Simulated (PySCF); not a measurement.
# Molecular orbitals of ZnI⁺

revPBE at R = 2.396 Å; basis Zn def2-SVP, I def2-SVP with ECP28; scalar-relativistic core potentials; PySCF 2.14. State: ¹Σ⁺ (singlet), closed shell. Only the outer orbitals are listed, counted within each symmetry, core potentials removing the inner ones.

| orbital | occ. | ε (eV) | on Zn (%) | main shells (%) |
| --- | --- | --- | --- | --- |
| 10σ | 2 | -19.17 | 94 | 94 Zn d |
| 5π | 2 | -19.13 | 99 | 99 Zn d |
| 5π | 2 | -19.13 | 99 | 99 Zn d |
| 2δ | 2 | -19.00 | 100 | 100 Zn d |
| 2δ | 2 | -19.00 | 100 | 100 Zn d |
| 11σ | 2 | -14.59 | 48 | 48 I p, 44 Zn s |
| 6π | 2 | -12.02 | 5 | 95 I p |
| 6π | 2 | -12.02 | 5 | 95 I p |
| 12σ | 0 | -10.91 | 72 | 52 Zn s, 28 I p, 20 Zn p |
| 7π | 0 | -6.28 | 92 | 92 Zn p |
| 7π | 0 | -6.28 | 92 | 92 Zn p |

Which are the highest filled and the lowest empty level, where do they sit, and how wide is the gap?

Highest filled 6π at -12.02 eV (in %: 95 I p); lowest empty 12σ at -10.91 eV (in %: 52 Zn s, 28 I p, 20 Zn p); the gap at revPBE is 1.11 eV.

```
bond order (Mayer)                                                                                                : 1.41
⟨S²⟩                                                                                                              : 0.000
charge on Zn (Mulliken, basis-dependent)                                                                          : 0.81
charge on Zn (Löwdin, basis-dependent)                                                                            : 0.85
dipole moment (positive dipole points towards I; it is taken about the centre of mass and depends on that origin) : -6.73 D
```

Spin–orbit coupling is left out.
